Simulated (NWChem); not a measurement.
SnCl cation, singlet; SMILES [Cl][Sn+]

Results from NWChem. Low-valent species are run as closed-shell singlets; no triplet was tried in these runs. def2 effective core potentials on Sn; no spin-orbit coupling. Each level has its own optimisation; frequencies are unscaled.

| level | r Cl–Sn (Å) | highest harmonic frequency (cm⁻¹) | zero-point energy (kcal/mol) |
|---|---|---|---|
| PBE0/def2-TZVP (core potentials) | 2.260 | 432 | 0.6 |
| Hartree-Fock/3-21G (all-electron, non-relativistic) | ___ | 396 | 0.6 |
| BLYP/def2-SVP (core potentials) | 2.334 | 398 | 0.6 |
| PBE0/def2-SVP (core potentials) | 2.294 | 429 | 0.6 |

Q: What belongs in the gaps?

A: 
- Hartree-Fock/3-21G (all-electron, non-relativistic), r Cl–Sn (Å): 2.375
